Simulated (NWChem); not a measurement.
Species: GaH$_{3}$S; SMILES [GaH2][SH]

Results from NWChem. Pople sets run with spherical d functions. All runs use the structure optimised with PBE0/def2-SVP. Field at 589 nm.

```
level              isotropic polarisability (bohr³)  anisotropy (bohr³)
-----------------  --------------------------------  ------------------
B3LYP/6-31G*                                   45.2                28.0
B3LYP/def2-SVP                                 44.6                27.4
B3LYP/def2-SVPD                                57.4                24.9
B3LYP/aug-cc-pVDZ                              57.2                25.7
B3LYP/def2-TZVPD                                  ?                   ?
```

Task: Fill in the missing entries.

Result: 
- B3LYP/def2-TZVPD, isotropic polarisability (bohr³): 57.9
- B3LYP/def2-TZVPD, anisotropy (bohr³): 25.3
